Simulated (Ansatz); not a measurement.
Reaction (substitution at a C–C bond): `C=CC(=C)CF` + `[SH][SnH3]` → `FC[S][SnH3]` + `C=CC=C`

Program: Ansatz. Geometries: PBE0-D4/def2-TZVP. ΔE: electronic, gas phase. CCSD(T)/CBS adds triple-zeta CCSD(T) − MP2 to the extrapolated MP2 energy (def2 sets, frozen cores). Elements past krypton have def2 core potentials. For Sn outer-core shells are correlated without core-valence functions, which leaves a few kJ/mol of doubt a bond. Each species was taken in one conformer, which may not be the lowest.

```
             level  ΔE (eV)
SCS-MP2/def2-TZVPP     0.24
SCS-MP2/def2-QZVPP     0.22
```

Problem. What does CCSD(T)/CBS give? (Best estimate.)

Solution. Computed: +0.22 eV. The listed levels differ from it by 0.02, 0.00 eV.

Largest T1 diagnostic among the species: 0.013.

From PBE to PBE0 (25 % exact exchange), in def2-TZVPP and without D4, ΔE moves by +0.06 eV.
